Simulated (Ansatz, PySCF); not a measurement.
Torsion O5–B3–O4–H7 in C2H3BO2 (SMILES C#CB(O)O); at each angle all else is relaxed with GFN2-xTB, and the levels are single points there.
Geometry at 0° (charge 0, multiplicity 1):
```xyz
8

C      1.940     0.429     0.172
C      0.789     0.097     0.079
B     -0.690    -0.289    -0.078
O     -1.192    -1.273     0.692
O     -1.511     0.332    -0.972
H      2.951     0.707     0.265
H     -2.119    -1.451     0.532
H     -1.119     1.024    -1.500
```
Energies count from the point at 0°.

Cores are frozen in the correlated methods. Rows in 6-31G* carry no dispersion term and start afresh at each structure (6-31G* with six Cartesian d functions).

The values were computed with Ansatz (an electronic-structure program) with Gaussian orbitals; PySCF for 6-31G* rows, the dispersion terms. 

Energies in kcal/mol.

```
dihedral (°)  BLYP-D4/def2-TZVPP  B3LYP/6-31G*  wB97M-V/def2-TZVPP  CCSD(T)/cc-pVDZ
------------  ------------------  ------------  ------------------  ---------------
0                           0.00          0.00                0.00             0.00
30                          2.16          2.43                2.24             2.50
60                          6.85          7.73                7.09             8.06
90                          9.46         10.80                9.77            11.37
120                         6.98          8.15                7.21             8.38
150                         2.49          3.38                2.59             3.28
180                         0.51          1.29                0.54             1.06
210                         2.50          3.39                2.59             3.29
240                         6.97          8.14                7.20             8.36
270                         9.46         10.80                9.77            11.37
300                         6.84          7.73                7.09             8.06
330                         2.16          2.43                2.24             2.49
```
